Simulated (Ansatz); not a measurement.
Consider the hydrogenolysis of a Mg–O bond: `[NH2][Mg][O][SiH3]` + H₂ → `[NH2][MgH]` + `O[SiH3]`.

Gas-phase electronic energies from Ansatz, PBE0-D4/def2-TZVP geometries. CCSD(T)/CBS adds triple-zeta CCSD(T) − MP2 to the extrapolated MP2 energy (def2 sets, frozen cores). This one scheme is used for every species. DFT in def2-TZVPP. For Mg outer-core shells are correlated without core-valence functions, which leaves a few kJ/mol of doubt a bond. One conformer a species, not always the lowest.

`[NH2][Mg][O][SiH3]`:

```xyz
9

N    -0.480   -2.919   -0.572
Mg   -0.181   -1.100   -0.219
O     0.105    0.638    0.120
Si    0.361    2.197    0.431
H    -1.377   -3.373   -0.651
H     0.226   -3.624   -0.719
H     1.655    2.406    1.147
H     0.411    3.005   -0.824
H    -0.720    2.769    1.287
```

H₂:

Z-matrix (Å, degrees):
```
H
H 1 0.746
```

`[NH2][MgH]`:

Cartesian coordinates in Å:
```
N -0.011 0.603 -0.605
Mg 0.013 -0.730 0.732
H 0.760 0.874 -1.198
H -0.797 1.182 -0.863
H 0.035 -1.929 1.934
```

`O[SiH3]`:

Cartesian coordinates in Å:
```
O 1.136 0.464 0.368
Si -0.390 -0.058 0.032
H 1.836 0.221 -0.238
H -0.872 0.459 -1.278
H -1.246 0.460 1.124
H -0.465 -1.545 -0.008
```

```
             species  r2SCANh-D4 energy (Eh)
`[NH2][Mg][O][SiH3]`              -622.59795
                  H₂                -1.17099
        `[NH2][MgH]`              -256.59105
           `O[SiH3]`              -367.12573
```

(1) Work out ΔE.

Largest T1 diagnostic among the species: 0.011.

## Answers

(1) ΔE = (-256.59105) + (-367.12573) − (-622.59795) − (-1.17099) = 0.05216 Eh = +1.42 eV. CCSD(T)/CBS gives +1.49 eV.

The D4 term adds +0.04 eV with B3LYP and +0.03 eV with PBE0; it sums over pairs of atoms, weighted by their polarisabilities, and B3LYP, whose exchange is more repulsive, gets the larger term. From r2SCAN to r2SCAN0 (25 % exact exchange), in def2-TZVPP and without D4, ΔE moves by −0.03 eV. Leaving LDA and LC-ωPBE aside and taking each functional with its dispersion term where it has one, the values, not all of them listed here, spread over 0.26 eV, from B97M-V to r2SCAN-D4. LDA lies −0.04 eV from PBE without D4.

B3LYP here is the variant with VWN-RPA as its local correlation; programs differ in this.
